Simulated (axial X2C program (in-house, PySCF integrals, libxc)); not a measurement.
**Worked dissociation energy of LiSr⁺: HF, without spin–orbit coupling**

Computed with an in-house relativistic program for diatomic molecules. Spin-free means the one-electron spin-free X2C Hamiltonian. Basis: Sr dyall-cv3z [13s12p8d5f1g], Li dyall-cv3z [7s8p2d] (cores contracted in-house); Gaussian nuclei, density fitting, unrestricted open shells. Masses: Sr 87.906 u, Li 7.016 u.

Molecular state: M_S = 0, Λ = 0 (closed shell).

| Quantity | Value |
| --- | --- |
| E(Sr+) (2M_S = 1, M_L = 0) | -3177.180669 hartree |
| E(Li) (2M_S = 1, M_L = 0) | -7.433417 hartree |
| E(LiSr⁺) at Re | -3184.641113 hartree |
| ωe | 225.1 cm⁻¹ |
| ωexe | 1.25 cm⁻¹ |

Work out De and D0.

De = -3177.180669 + (-7.433417) − (-3184.641113) = 0.02703 hartree = 0.735 eV. The zero-point energy is ωe/2 − ωexe/4 = 112 cm⁻¹ = 0.014 eV, so D0 = 0.722 eV.

Occupations by symmetry block were frozen at the best pattern of an incomplete PBE0 search. The closed shell is kept restricted, so the energy runs too high when the bond is stretched far. Dissociation energies refer to the lowest single-determinant-based atoms at the same level and basis.

Hartree–Fock lacks correlation and underbinds, often by eV.

Each atomic determinant is the lowest at this level and need not be a pure term. Totals compare only within one Hamiltonian and basis.
